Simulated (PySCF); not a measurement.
Ta⁺: interval between two levels

Ta⁺ [Xe] 4f14 5d3 6s1 [5F5, M_J = 5] → Ta⁺ [Xe] 4f14 5d2 6s2 [3F4, M_J = 4], as a difference of total energies. Calculation: PySCF 2.14, in x2c-SVPall-2c with one added diffuse shell each of s, d type (8s9p10d2f, 99 functions); the two-component X2C-1e Hamiltonian. "Screened" scales the spin-orbit matrix elements by Boettger's factors to mimic the two-electron term; Breit and QED terms are absent.

```json
{"method": "GHF (spin-free)", "interval between two levels (cm⁻¹)": "12446"}
{"method": "GHF (screened spin-orbit)", "interval between two levels (cm⁻¹)": "13029"}
```

The spin-free rows relax to the high-spin LS determinant and lack the spin-orbit shift.

Errors of the correlated levels include the incompleteness of this basis and the frozen core.

The labels give the starting determinants; with spin-orbit coupling the two ends relaxed to ⟨J²⟩ = 30.01, ⟨L²⟩ = 12.61, ⟨S²⟩ = 5.85 and ⟨J²⟩ = 20.28, ⟨L²⟩ = 12.68, ⟨S²⟩ = 2.06.

For comparison: 3559.5 cm⁻¹ (measured; NIST Handbook of Basic Atomic Spectroscopic Data (Sansonetti and Martin, J. Phys. Chem. Ref. Data 34, 1559 (2005))).
